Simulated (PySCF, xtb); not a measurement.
GeO2, SMILES [O]=[Ge]=[O].

GFN2-xTB (xtb 6.7.1) at its own geometry gives an orbital gap of 5.14 eV and a dipole moment of 0.00 D.

Geometry optimised at TPSSh-D3(BJ)/def2-TZVP.

### Question
What does B3LYP/def2-TZVPD (PySCF) give? (Estimate from the structure and the level; the computed values follow.)

### Answer
gap 5.59 eV (levels -9.19 and -3.61 eV), dipole 0.00 D.
